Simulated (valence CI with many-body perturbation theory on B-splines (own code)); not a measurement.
Tl⁴²⁺: calculated level list

Method: valence CI with perturbative core correlation (CI+MBPT): three valence electrons over a frozen Dirac-Fock core [Kr], radial functions for each j: 7 s, 7 p, 8 d, 6 f, 4 g, 1 h, with the one-electron correlation potential Σ1, the two-electron term Σ2, the three-electron term Σ3, Breit, model QED; selected CI, second order for the rest, scaled by the run's own slope (own B-spline code, finite nucleus).

No measured spectrum was set against this ion. As an estimate, large intervals hold to a few tenths of a per cent, small ones and those within an open d or f shell to about a per cent. The list stops below the first excitations out of the core.

Levels 1 to 19 of 19, with energies above the lowest level, (4d3/2^3) J=3/2. "Leading %" is the weight of the configuration and term that name the level; weights of strongly mixed levels are sums over their largest components and can fall short. In the jj column 3d3/2^4 stands for four electrons in 3d with j = 3/2. Lifetimes count E1, E2, E3, M1 and M2 decay at the calculated energies, and are blank where another channel may lead or the interval is too uncertain; long ones can be off by a factor of two.

| No. | Configuration | Term | J | E (cm⁻¹) | Leading % | g | Second component | Lifetime | Leading jj |
| --- | --- | --- | --- | --- | --- | --- | --- | --- | --- |
| 1 | 4d3 | 4F | 3/2 | 0 | 45 | 0.720 | 39 % 4d3 2D |  | 4d3/2^3 (98 %) |
| 2 | 4d3 | 4F | 5/2 | 211390 | 82 | 1.056 | 16 % 4d3 2D | 4.45 μs | 4d3/2^2 4d5/2 (99 %) |
| 3 | 4d3 | 4P | 3/2 | 232240 | 39 | 1.180 | 32 % 4d3 4F | 5.59 μs | 4d3/2^2 4d5/2 (99 %) |
| 4 | 4d3 | 2G | 7/2 | 248550 | 49 | 1.043 | 32 % 4d3 4F | 1.36 ms | 4d3/2^2 4d5/2 (97 %) |
| 5 | 4d3 | 2H | 9/2 | 249860 | 46 | 1.039 | 42 % 4d3 2G |  | 4d3/2^2 4d5/2 (99 %) |
| 6 | 4d3 | 4P | 1/2 | 251450 | 58 | 1.824 | 42 % 4d3 2P | 14.8 μs | 4d3/2^2 4d5/2 (100 %) |
| 7 | 4d3 | 2D | 5/2 | 330830 | 43 | 1.249 | 33 % 4d3 4P | 40.5 μs | 4d3/2^2 4d5/2 (96 %) |
| 8 | 4d3 | 4F | 7/2 | 455260 | 66 | 1.122 | 31 % 4d3 2G | 2.43 μs | 4d3/2 4d5/2^2 (98 %) |
| 9 | 4d3 | 4F | 9/2 | 472840 | 51 | 1.136 | 41 % 4d3 2H | 4.17 μs | 4d3/2 4d5/2^2 (98 %) |
| 10 | 4d3 | 4P | 3/2 | 487870 | 41 | 1.116 | 38 % 4d3 2D | 2.06 μs | 4d3/2 4d5/2^2 (99 %) |
| 11 | 4d3 | 2P | 1/2 | 498530 | 58 | 1.503 | 42 % 4d3 4P | 3.16 μs | 4d3/2 4d5/2^2 (100 %) |
| 12 | 4d3 | 4P | 5/2 | 502700 | 40 | 1.294 | 36 % 4d3 2D | 3.92 μs | 4d3/2 4d5/2^2 (96 %) |
| 13 | 4d3 | 2H | 11/2 | 507340 | 100 | 1.086 |  | 10.3 μs | 4d3/2 4d5/2^2 (100 %) |
| 14 | 4d3 | 2D | 5/2 | 533880 | 44 | 1.093 | 41 % 4d3 2F | 6.44 μs | 4d3/2 4d5/2^2 (98 %) |
| 15 | 4d3 | 2F | 7/2 | 536950 | 79 | 1.089 | 20 % 4d3 2G | 8.00 μs | 4d3/2 4d5/2^2 (98 %) |
| 16 | 4d3 | 2D | 3/2 | 605240 | 79 | 0.888 | 16 % 4d3 2P | 3.94 μs | 4d3/2 4d5/2^2 (96 %) |
| 17 | 4d3 | 2G | 9/2 | 715510 | 50 | 1.164 | 37 % 4d3 4F | 2.05 μs | 4d5/2^3 (99 %) |
| 18 | 4d3 | 2D | 3/2 | 761760 | 43 | 1.135 | 41 % 4d3 2P | 1.94 μs | 4d5/2^3 (96 %) |
| 19 | 4d3 | 2D | 5/2 | 798540 | 60 | 1.168 | 22 % 4d3 2F | 1.58 μs | 4d5/2^3 (97 %) |

The ionisation energy to 4d2 3F_2 of the next ion comes out as 2076.3 eV (NIST: 2075 ± 4 eV (theoretical)). All 19 levels together are meant to be complete up to 1186200 cm⁻¹.
